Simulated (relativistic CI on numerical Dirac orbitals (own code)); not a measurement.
**Crystal-field levels of Pm⁴⁺, 4f3**

Calculated by Dirac-Coulomb-Breit CI, KLI orbitals optimised for each configuration, model QED (radiative potential, 1s self-energy scaled to tabulated hydrogen-like ionisation energies), one configuration in a parametric crystal field, unscaled Slater integrals (own radial code). With so little scaling, terms lie 10 to 35 % too far apart, which can change the order of excited levels.

Field parameters in Wybourne normalisation; cubic f-shell fields have B⁴₄ = √(5/14) B⁴₀ and B⁶₄ = −√(7/2) B⁶₀. The field is a parameter set, without covalency.

S and J are read from ⟨S²⟩ = S(S + 1) and ⟨J²⟩ = J(J + 1) of each level; they are not fictitious spins.

C2v, B20 = 750, B22 = 420, B40 = 1390, B42 = 230, B44 = 1120, B60 = -310, B62 = -10, B64 = 180, B66 = 200 cm⁻¹, the lowest 16 levels:

```tsv
E (cm⁻¹)	Degeneracy	S	J
0.0	2	1.48	4.50
139	2	1.48	4.50
242	2	1.48	4.50
307	2	1.48	4.50
383	2	1.48	4.50
2406	2	1.49	5.50
2471	2	1.49	5.50
2579	2	1.49	5.50
2592	2	1.49	5.50
2672	2	1.49	5.50
2690	2	1.49	5.50
4895	2	1.50	6.50
4950	2	1.50	6.50
5045	2	1.50	6.50
5091	2	1.50	6.50
5153	2	1.50	6.50
```

Principal g values of the ground doublet: 1.06, 3.24, 3.67.

C2v, B20 = 660, B22 = -270, B40 = 490, B42 = 310, B44 = 390, B60 = 1060, B62 = -40, B64 = 620, B66 = -520 cm⁻¹, the lowest 10 levels:

| E (cm⁻¹) | Degeneracy | S | J |
| --- | --- | --- | --- |
| 0.0 | 2 | 1.48 | 4.51 |
| 85.6 | 2 | 1.48 | 4.51 |
| 197 | 2 | 1.48 | 4.51 |
| 370 | 2 | 1.48 | 4.50 |
| 423 | 2 | 1.48 | 4.51 |
| 2447 | 2 | 1.49 | 5.51 |
| 2524 | 2 | 1.49 | 5.50 |
| 2593 | 2 | 1.49 | 5.50 |
| 2614 | 2 | 1.49 | 5.50 |
| 2632 | 2 | 1.49 | 5.50 |

Principal g values of the ground doublet: 0.54, 1.13, 4.38.

Oh, B40 = -2970, B60 = 370 cm⁻¹, the lowest 10 levels:

```json
{"E (cm⁻¹)": "0.0", "Degeneracy": "4", "Irrep": "Γ8", "S": "1.48", "J": "4.50"}
{"E (cm⁻¹)": "212", "Degeneracy": "4", "Irrep": "Γ8", "S": "1.48", "J": "4.51"}
{"E (cm⁻¹)": "611", "Degeneracy": "2", "Irrep": "Γ6", "S": "1.48", "J": "4.50"}
{"E (cm⁻¹)": "2380", "Degeneracy": "2", "Irrep": "Γ6", "S": "1.49", "J": "5.50"}
{"E (cm⁻¹)": "2443", "Degeneracy": "4", "Irrep": "Γ8", "S": "1.49", "J": "5.50"}
{"E (cm⁻¹)": "2580", "Degeneracy": "2", "Irrep": "Γ7", "S": "1.49", "J": "5.51"}
{"E (cm⁻¹)": "2789", "Degeneracy": "4", "Irrep": "Γ8", "S": "1.49", "J": "5.49"}
{"E (cm⁻¹)": "4862", "Degeneracy": "2", "Irrep": "Γ6", "S": "1.50", "J": "6.50"}
{"E (cm⁻¹)": "4918", "Degeneracy": "4", "Irrep": "Γ8", "S": "1.50", "J": "6.50"}
{"E (cm⁻¹)": "4993", "Degeneracy": "2", "Irrep": "Γ7", "S": "1.50", "J": "6.51"}
```

The next free-ion level lies 2350 cm⁻¹ above the lowest; the field splits the ground level into components whose J stays near 9/2 as long as their spread is small against that gap.

Levels of this model without a field, named by their leading LS term: ⁴I°9/2 0, ⁴I°11/2 2350, ⁴I°13/2 4858, ⁴I°15/2 7469, ²H°9/2 17084, ⁴F°3/2 17205, ⁴F°5/2 18475, ⁴S°3/2 19559 cm⁻¹.
